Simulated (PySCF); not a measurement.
Compound: C3H6BF2N.
Atom-mapped SMILES: `[CH2:1]=[N:2][CH2:3][CH2:4][B:5]([F:6])[F:7]` (hydrogens: H8, H9 on C1; H10, H11 on C3; H12, H13 on C4)

Cartesian coordinates in Å at the PBE0-D3(BJ)/def2-SVP level; atoms count from 1:
```
atom  x, y, z in Å
C1     1.9533   -0.1391    0.7938
N2     1.2566    0.6006    0.0454
C3     0.3795   -0.0228   -0.9155
C4    -1.0579    0.4154   -0.6527
B5    -1.6119   -0.0649    0.7265
F6    -2.6450    0.5145    1.3085
F7    -1.0915   -1.1023    1.3623
H8     1.9356   -1.2467    0.7449
H9     2.6154    0.3179    1.5436
H10    0.4527   -1.1303   -0.8988
H11    0.6892    0.3129   -1.9193
H12   -1.1432    1.5123   -0.7149
H13   -1.7304    0.0160   -1.4344
```

Method used: PySCF, PBE0-D3(BJ)/def2-SVP geometry optimisation, gas phase.

Take the most abundant isotopes and a rigid rotor. The values belong to one conformer with, in the numbering `[CH2:1]=[N:2][CH2:3][CH2:4][B:5]([F:6])[F:7]`, C1–N2–C3–C4 121°, N2–C3–C4–B5 -64°, C3–C4–B5–F6 160°.

Question: Give the principal moments of inertia and the rotational constants in MHz.

Answer: Ia = 111.17, Ib = 300.61, Ic = 352.42 u·Å²; 505379 MHz·u·Å²/I gives A = 4546, B = 1681, C = 1434 MHz.

Question: Classify the top.

Answer: An asymmetric top; Ray's κ = -0.841.

Question: What does the inertial defect say?

Answer: Not planar: Δ = Ic − Ia − Ib = -59.35 u·Å². For a rigid frame Δ = −2 Σ m c², so Σ m c² = 29.68 u·Å² lies off the ab plane: 5.95 from hydrogen and 23.73 from heavier atoms. The atom farthest from that plane is 1.49 Å away.

Question: Where do the levels up to J = 3 lie, in K?

Answer: Above 0(0,0), as E/k:
J = 1: 1(0,1) 0.150, 1(1,1) 0.287, 1(1,0) 0.299
J = 2: 2(0,2) 0.448, 2(1,2) 0.574, 2(1,1) 0.610, 2(2,1) 1.022, 2(2,0) 1.023
J = 3: 3(0,3) 0.893, 3(1,3) 1.004, 3(1,2) 1.076, 3(2,2) 1.471, 3(2,1) 1.474, 3(3,1) 2.188, 3(3,0) 2.188
Those of J = 1 are B + C, A + C and A + B.

Question: Which types of transition are allowed, and where do some lines up to J = 3 fall?

Answer: The dipole components are |μa| = 0.90 D, |μb| = 0.55 D, |μc| = 1.36 D. Intensities carry the squares of the components, which stand as 0.44 : 0.17 : 1.00 (a : b : c). Some of the stronger lines:

```json
{"type": "a", "branch": "Q", "J(Ka,Kc)": "2(1,1) ← 2(1,2)", "MHz": "742", "lower level (cm⁻¹)": "0.399"}
{"type": "b", "branch": "R", "J(Ka,Kc)": "3(1,2) ← 2(2,1)", "MHz": "1112", "lower level (cm⁻¹)": "0.710"}
{"type": "a", "branch": "Q", "J(Ka,Kc)": "3(1,2) ← 3(1,3)", "MHz": "1482", "lower level (cm⁻¹)": "0.698"}
{"type": "c", "branch": "Q", "J(Ka,Kc)": "2(1,2) ← 2(0,2)", "MHz": "2633", "lower level (cm⁻¹)": "0.311"}
{"type": "c", "branch": "Q", "J(Ka,Kc)": "1(1,1) ← 1(0,1)", "MHz": "2865", "lower level (cm⁻¹)": "0.104"}
{"type": "b", "branch": "Q", "J(Ka,Kc)": "1(1,0) ← 1(0,1)", "MHz": "3112", "lower level (cm⁻¹)": "0.104"}
{"type": "b", "branch": "R", "J(Ka,Kc)": "2(0,2) ← 1(1,1)", "MHz": "3350", "lower level (cm⁻¹)": "0.199"}
{"type": "b", "branch": "Q", "J(Ka,Kc)": "3(1,2) ← 3(0,3)", "MHz": "3796", "lower level (cm⁻¹)": "0.621"}
{"type": "c", "branch": "R", "J(Ka,Kc)": "1(1,0) ← 0(0,0)", "MHz": "6227", "lower level (cm⁻¹)": "0.000"}
{"type": "b", "branch": "Q", "J(Ka,Kc)": "2(2,1) ← 2(1,2)", "MHz": "9336", "lower level (cm⁻¹)": "0.399"}
{"type": "a", "branch": "R", "J(Ka,Kc)": "3(2,1) ← 2(2,0)", "MHz": "9406", "lower level (cm⁻¹)": "0.711"}
{"type": "a", "branch": "R", "J(Ka,Kc)": "3(1,2) ← 2(1,1)", "MHz": "9707", "lower level (cm⁻¹)": "0.424"}
{"type": "b", "branch": "R", "J(Ka,Kc)": "3(1,3) ← 2(0,2)", "MHz": "11599", "lower level (cm⁻¹)": "0.311"}
{"type": "b", "branch": "Q", "J(Ka,Kc)": "3(3,1) ← 3(2,2)", "MHz": "14951", "lower level (cm⁻¹)": "1.022"}
{"type": "b", "branch": "R", "J(Ka,Kc)": "2(2,1) ← 1(1,0)", "MHz": "15072", "lower level (cm⁻¹)": "0.208"}
{"type": "b", "branch": "R", "J(Ka,Kc)": "3(2,2) ← 2(1,1)", "MHz": "17940", "lower level (cm⁻¹)": "0.424"}
{"type": "b", "branch": "R", "J(Ka,Kc)": "3(2,1) ← 2(1,2)", "MHz": "18758", "lower level (cm⁻¹)": "0.399"}
```

Question: Estimate the classical rotational partition function at 10 K, 25 K and 500 K.

Answer: Point group C1, symmetry number σ = 1; q = (√π/σ)·√((kT/h)³/(ABC)), k/h = 20836.6 MHz/K: 1610 at 10 K, 6370 at 25 K, 569000 at 500 K.

PBE0-D3(BJ)/def2-SVP frequencies: not computed here. These are rigid-rotor constants of the computed structure; measured ground-state constants (B0) also hold zero-point vibration. Quadrupole hyperfine structure (11B, 14N) is left out.
